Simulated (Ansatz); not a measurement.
CH6AlBOSi at its PBE0-D4/def2-TZVP geometry, where that method's forces vanish. Total charge 0; spin multiplicity 1. The bonds changed during the relaxation, so this is another structure than the one it started from.

```xyz
11

O     2.3197    1.3839    1.2242
C     2.2947    1.3924   -0.0230
Al    1.3468   -0.2057    0.5531
B    -0.7585   -0.0761    0.6587
Si   -1.9920   -0.8450   -0.7204
H     2.7925    2.2367   -0.5323
H     2.2454   -1.5015    0.7073
H    -1.2923    0.5621    1.5244
H    -1.4188   -1.9677   -1.5146
H    -2.2126    0.2947   -1.6673
H    -3.3248   -1.2738   -0.2100
```

What forces (eV/Å) does PBE-D4/def2-TZVPP give on these atoms in Ansatz 0.2.0? (An estimate is asked.)

Ansatz gave: 
```
O1   0.182  0.233  0.962
C2  -0.067 -0.071 -0.709
Al3 -0.327 -0.299 -0.084
B4   0.072 -0.020 -0.096
Si5  0.131 -0.023  0.160
H6   0.110  0.199 -0.161
H7   0.089 -0.084  0.000
H8  -0.056  0.083  0.091
H9   0.046 -0.104 -0.100
H10 -0.027  0.121 -0.097
H11 -0.152 -0.034  0.034
```
